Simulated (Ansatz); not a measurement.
Consider the hydrogenolysis of the Al–O bond: `[OH][Al]([OH])[SiH3]` + H₂ → `[OH][AlH][SiH3]` + H₂O.

Calculated with Ansatz (gas phase, PBE0-D4/def2-TZVP geometries, no zero-point term in ΔE). CBS: MP2 limit from def2 TZ/QZ plus the TZ coupled-cluster correction, frozen cores. This one scheme is used for every species. Functionals use def2-TZVPP. One conformer a species, not always the lowest.

CCSD(T)/CBS gives +29.5 kcal/mol.

**Question.** Another level gave +29.4 kcal/mol. Which?
A. MP2/def2-TZVPP
B. CCSD(T)/def2-TZVPP
C. PBE/def2-TZVPP
D. SCS-MP2/def2-TZVPP

**Answer.** B. CCSD(T)/def2-TZVPP 29.4, MP2/def2-TZVPP 31.4, SCS-MP2/def2-TZVPP 30.4, PBE 27.8 kcal/mol.

Largest T1 diagnostic among the species: 0.014.

In def2-TZVPP, CCSD(T) changes the Hartree–Fock value by +2.5 kcal/mol (the triples alone add +0.6 kcal/mol) and MP2 by +4.5 kcal/mol. Leaving LDA and LC-ωPBE aside and taking each functional with its dispersion term where it has one, the values, not all of them listed here, spread over 3.7 kcal/mol, from B97M-V to r2SCAN-D4. LDA lies +0.9 kcal/mol from PBE without D4.
